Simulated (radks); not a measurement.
Values are calculated unless marked as measured or tabulated.
Problem. Co V, configuration [Ar] 3d3 4s2 (not the ground configuration). Code: a radial shooting solver on a logarithmic mesh with Libxc functionals. Model: Dirac Kohn-Sham, BP86, spin-unpolarised, spherical densities, finite nucleus; open shells fill j = l - 1/2 first; Fermi nuclear charge, rms radius 3.7875 fm.

Spin-orbit splittings of the eigenvalues, e(l+1/2) - e(l-1/2), with zeta = 2 splitting/(2l+1) and mean radii in bohr:

| shell | occ. | splitting (eV) | zeta (eV) | <r> j=l-1/2 | <r> j=l+1/2 |
|---|---|---|---|---|---|
| 2p | 6 | ? | ? | 0.2228 | 0.2259 |
| 3p | 6 | 2.100 | 1.400 | 0.7615 | 0.7691 |
| 3d | 3 | 0.2877 | 0.1151 | 0.8048 | 0.8072 |
| 4p | 0 | 0.3299 | 0.2200 | 2.074 | 2.089 |

Estimate the 2p splitting.

Solution. 14.81 eV (zeta = 9.871 eV).
